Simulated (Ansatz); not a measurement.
Species: GaH₂, charge -1, multiplicity 1. 
Structure (B3LYP-D3(BJ)/def2-TZVP (Ansatz, a quantum-chemistry and plane-wave program) minimum search):
```xyz
3

Ga     0.0690     0.0123     0.0207
H     -0.8666    -1.4150    -0.2692
H     -1.2720     1.0336    -0.3733
```
Charge -1, spin multiplicity 1.

Basis-set convergence of Hartree-Fock and CCSD(T) correlation energies (hartree) with Ansatz. Valence correlation only, unless marked. Spin-orbit coupling is left out. Frozen are the shells of the preceding noble gas and the d and f shells that filled before the atom's block. Non-relativistic. This anion needs diffuse functions, which these sets lack.

The Hartree-Fock reference is unstable (checked in the largest basis), which strains HF and MP2. 

```tsv
basis	functions	E(HF)	E(corr, CCSD(T))
def2-SVP	42	-1924.10740	-0.10225
def2-TZVPP	76	-1924.35919	-0.12150
def2-QZVPP	149	?	?
```

**Question.** Fill in the missing entries.

**Answer.** 
- def2-QZVPP, E(HF): -1924.40343
- def2-QZVPP, E(corr, CCSD(T)): -0.12615
